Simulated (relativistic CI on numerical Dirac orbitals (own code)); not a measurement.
# W⁵⁺: 4f photoemission

Computed with this model: Dirac-Coulomb-Breit CI, KLI orbitals optimised for each configuration, QED by a radiative potential, valence Slater integrals scaled by 0.8, multiplet model of photoemission in the sudden approximation; configurations [Xe] 4f14 5d → [Xe] 4f13 5d; 300 K; Lorentzian 0.25 eV and Gaussian 0.5 eV FWHM. Energies are those of the free ion, without screening or charge transfer. The energies are binding energies and can lie tens of eV above those of solids. S is read from ⟨S²⟩ = S(S + 1).

Field parameters in Wybourne normalisation: Td as Oh with Dq negative (B⁴₀ = 21Dq, B⁴₄ = √(5/14) B⁴₀). The field is a parameter set, without covalency.

free ion: ground-state S = 0.50, centroid 102.38 eV. Peaks (eV, height): 101.7 (100), 103.4 (72), 104.1 (54).

Td, 10Dq = -12250 cm⁻¹: ground-state S = 0.50, centroid 102.44 eV. Peaks (eV, height): 101.5 (100), 103.5 (68).

Strongest unbroadened transitions for Td, 10Dq = -12250 cm⁻¹:

```tsv
Energy (eV)	Relative strength
100.66	100.0
101.21	62.9
101.24	62.7
101.33	41.0
101.37	60.6
101.52	62.5
101.60	62.2
101.87	41.9
101.88	62.6
101.98	63.4
102.74	28.1
103.25	71.9
103.51	43.2
103.57	59.8
103.69	36.1
104.09	46.5
104.18	57.7
104.55	24.2
```
